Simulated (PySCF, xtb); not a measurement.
CH₆O₃Si₂, SMILES O=C([SiH2]O)[SiH2]O.

GFN2-xTB run with xtb at its own geometry gives an orbital gap of 1.89 eV and a dipole moment of 0.31 D.

Geometry: ωB97X-D3(BJ)/def2-SVP. This is a generated structure with no PubChem entry under its InChIKey; it may be hypothetical. One conformer was computed; it need not be the lowest.

**Question.** What does PySCF with PBE/def2-TZVP give? (Estimate from the structure and the level; the computed values follow.)

**Answer.** gap 2.31 eV (levels -5.79 and -3.48 eV), dipole 0.91 D.
